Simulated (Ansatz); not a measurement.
Diatomic SiW, multiplicity 7 (an upper state: multiplicity 5 came lower at CCSD(T)/def2-TZVPP on PBE0 minima). No spin–orbit coupling. The T1 diagnostic near the minimum is 0.046, so single-reference values are doubtful.

The constants come from a fifth-degree fit in 1/R (seven points, main isotopes). In def2 and cc sets the state is the lowest found near the PBE0 minimum, followed along R.

The values were computed with Ansatz (an electronic-structure program) with Gaussian orbitals. Values without a source in brackets are computed. In def2 rows elements past Kr take small-core potentials, without spin–orbit coupling.

| level | r_e (Å) | ω_e (cm⁻¹) | ω_e x_e (cm⁻¹) | dipole (D) |
|---|---|---|---|---|
| PBE/def2-TZVPP | 2.517 | 316 | 1.1 | 1.87 |
| PBE0/def2-TZVPP | 2.496 | [?] | 1.2 | 2.35 |
| wB97X-V/def2-TZVPP | [?] | [?] | 1.4 | 2.70 |

Some entries are withheld; supply them.


- wB97X-V/def2-TZVPP, r_e (Å): 2.486
- wB97X-V/def2-TZVPP, ω_e (cm⁻¹): 331
- PBE0/def2-TZVPP, ω_e (cm⁻¹): 326
